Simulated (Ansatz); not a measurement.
Basis-set extrapolation for C4H10O2S, SMILES `CC(C)S(C)(=O)=O` (PBE0-D4/def2-TZVP geometry, frozen core, the Gaussian-basis code of Ansatz). Multiplicity 1, RHF reference.

```
                      def2-TZVPP   def2-QZVPP
                 HF  -704.666448  -704.694629
    MP2 correlation    -1.370749    -1.472012
CCSD(T) correlation    -1.475534      not run
```

Energies in hartree. Use E(X) = E(∞) + A·exp(−7.88·√X) for Hartree–Fock and E(X) = E(∞) + B·X^(−2.97) for correlation, with X = 3 and 4, and add CCSD(T) minus MP2 of the smaller set to the MP2 limit.

Task: What is the CCSD(T) energy at the basis-set limit?

Result: HF limit: -704.694629 + (-0.028181) × 0.13774 = -704.69851. MP2 limit: -1.472012 + (-0.101263) × 0.74074 = -1.54702. Higher-order term: -1.475534 − (-1.370749) = -0.10478. Total: -706.35031 hartree, 547.0 kJ/mol below CCSD(T)/def2-TZVPP.
